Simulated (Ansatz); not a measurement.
A geometry relaxed with PBE0-D3(BJ)/def2-TZVP (Ansatz, an electronic-structure program), charge 0, multiplicity 1:

```xyz
6

H      1.7479    -0.5920     0.5347
N     -1.1780    -0.4647    -0.7460
Si    -0.2014     0.4336     0.1015
H     -1.0560    -1.3966    -1.1065
H     -0.6133     1.7784     0.5139
O      1.3008     0.2413     0.7024
```

Problem. Write the SMILES of this molecule.

Solution. `[H]/N=[SiH]\O`
